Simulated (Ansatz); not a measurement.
Z-matrix (Å, degrees):
```
Ga
O 1 1.794
H 1 1.556 2 114.9
H 1 1.556 2 114.9 3 -180.0
```

Charge 0, multiplicity 2.

(1) List the B3LYP/def2-TZVPP orbital energies in eV (the Gaussian-basis code of Ansatz). (Estimate.)

Results:

(1) Computed: α occupied: -10138.22, -1250.01, -1107.26, -1107.15, -1107.14, -521.69, -150.08, -103.53, -103.27, -103.25, -26.38, -23.29, -23.21, -23.17, -23.11, -22.70, -12.72, -11.04, -9.57, -9.16, -8.91. α empty: -1.76, 0.05, 0.67, 2.90, 3.68, 4.23, 4.84, 5.43. β occupied: -10138.23, -1250.00, -1107.26, -1107.14, -1107.13, -521.02, -150.07, -103.53, -103.25, -103.23, -24.84, -23.27, -23.21, -23.17, -23.03, -22.28, -12.51, -9.24, -9.01, -8.46. β empty: -4.37, -1.72, 0.21, 0.71, 3.24, 3.69, 4.23, 4.99. ⟨S²⟩ = 0.755.

B3LYP here is the variant with VWN-RPA as its local correlation; programs differ in this.
